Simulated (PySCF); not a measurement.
Vertical excitations of a molecule C₄H₅Br from TDA-PBE/def2-SVPD (PySCF), as energy in eV (oscillator strength): 4.34 (0.000), 5.23 (0.005), 5.54 (0.000), 5.62 (0.000), 5.91 (0.008), 5.94 (0.074), 6.20 (0.326), 6.51 (0.021), 6.59 (0.057), 6.79 (0.296). Lowest triplet (TDA): 3.91 eV. The structure is a stationary point at PBE0-D3(BJ)/def2-SVP. The values are those of a single conformer.

Which molecule gave these data?
A) CC=C=CBr
B) C=C=CCBr
C) C#CCCBr
D) C=C=C(C)Br

A, CC=C=CBr
